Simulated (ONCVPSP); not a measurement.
**H: one change to an ONCV potential, before and after**

```json
{
  "Element": "H",
  "Generator": "ONCVPSP 4.0.1",
  "Type": "optimised norm-conserving Vanderbilt (ONCV)",
  "Functional": "PBE",
  "Relativity": "scalar-relativistic",
  "Frozen core": "none",
  "Valence charge": "1",
  "Reference configuration": "1s0.5 (charge +0.5)",
  "Partial waves": "1s: rc 1.10 bohr, ncon 5, nbas 8, qcut 5.4 1/bohr, 3 projectors, debl 3.7 Ha; p scattering state at 0.07 Ha: rc 1.15 bohr, ncon 5, nbas 9, qcut 7.5 1/bohr, 2 projectors, debl 4 Ha",
  "Local potential": "polynomial inside 1.05 bohr (lpopt 5, dvloc0 2 Ha)",
  "Core correction": "none"
}
```

All-electron outer shells of the reference configuration (PBE, scalar-relativistic, ld1.x):

```csv
shell,level (eV),outermost node (bohr),outermost maximum (bohr)
1s,-12.68,–,0.94
```

Change: all radii scaled by about 1.08 (s 1.18, p 1.24 bohr); local potential polynomial inside 1.14 bohr (lpopt 5, dvloc0 2 Ha).

Cutoffs: the cutoffs (Ha) at which the residual kinetic energy of the hardest occupied pseudo-wave falls to 1 and 0.1 mHa per electron; they do not see the model core or the augmentation charge, which bear on the density cutoff. Errors are all-electron minus pseudo energies relative to the spin-unpolarised reference configuration.

Question: How do hardness, ghosts and transferability respond?

Answer: The potential gets softer (19 Ha and 105 Ha → 17 Ha and 89 Ha); neither file shows a bound ghost. A larger radius leaves more room for a smooth pseudo-wave, so fewer plane waves are needed.

```json
{"quantity": "cutoff, loose", "base": "19 Ha", "changed": "17 Ha"}
{"quantity": "cutoff, tight", "base": "105 Ha", "changed": "89 Ha"}
{"quantity": "bound ghosts", "base": "none", "changed": "none"}
{"quantity": "GHOST(+) flags under 300 eV", "base": "none", "changed": "none"}
{"quantity": "error for 1s1, meV [ΔE -4.76 eV]", "base": "+1.3", "changed": "+1.7"}
```
